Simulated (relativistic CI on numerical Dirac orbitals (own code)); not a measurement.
Calculated at this level of theory: Dirac-Coulomb-Breit CI, KLI orbitals optimised for each configuration, model QED, unscaled Slater integrals (own radial code, finite nucleus).

The strongest absorption lines from the ground level of an ion, among the configurations computed and to levels below about 981 eV (vacuum wavelength in nm, gf): 1.2649 (0.051), 1.2653 (0.026), 1.4089 (0.12), 1.4099 (0.062), 1.8695 (0.48), 1.8737 (0.24), 30.128 (0.11), 34.341 (0.047).

(1) Which ion is it?
A. Ar¹⁵⁺
B. Ca¹⁷⁺
C. Ca¹⁹⁺
D. S¹³⁺

## Answers

(1) B. Ca¹⁷⁺ has 3 electrons and the ground level 2s ²S1/2; the strongest line goes to 3p ²P°3/2. The pattern of lines fixes the number of electrons, and along that sequence the line energies rise steadily with the charge (about as its square where n changes within one kind of shell, about linearly where n is kept but much faster in heavy ions where fine structure, which grows about as Z⁴, sets the gap, and irregularly where shells cross), which fixes Z. Configurations outside the model, such as inner-shell arrays, can give stronger lines. At this charge energies of transitions that change n are usually good to better than 1 %, and those within a shell (Δn = 0) to a few per cent.
